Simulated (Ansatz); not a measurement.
Molecule: BF (charge +1, doublet). SMILES: [B][F+]
Geometry: optimised at B3LYP-D3(BJ)/def2-TZVP (Ansatz, a first-principles code).

Quantity: vertical electron affinity (to the singlet state of charge +0; a negative value means that the extra electron is unbound and the number depends on the basis; each state is the SCF solution reached for its spin), in eV. Cores are frozen in the correlated levels unless marked. Open shells are spin-unrestricted. No spin-orbit coupling. Non-relativistic. CBS marks a two-point X^-3 extrapolation of the correlation energy; Hartree-Fock from the larger set.

CCSD(T)/CBS(aug-cc-pVTZ,aug-cc-pVQZ) (Ansatz) gives 11.02 eV.

### Question
Another calculation gave 10.98 eV. Which level was it?
(A) CAM-B3LYP/def2-TZVPD (Ansatz)
(B) r2SCAN/def2-TZVPD (Ansatz)
(C) PBE/def2-TZVPD (Ansatz)

### Answer
A, CAM-B3LYP/def2-TZVPD (Ansatz). The others give 10.59 (r2SCAN), 10.73 (PBE) eV.
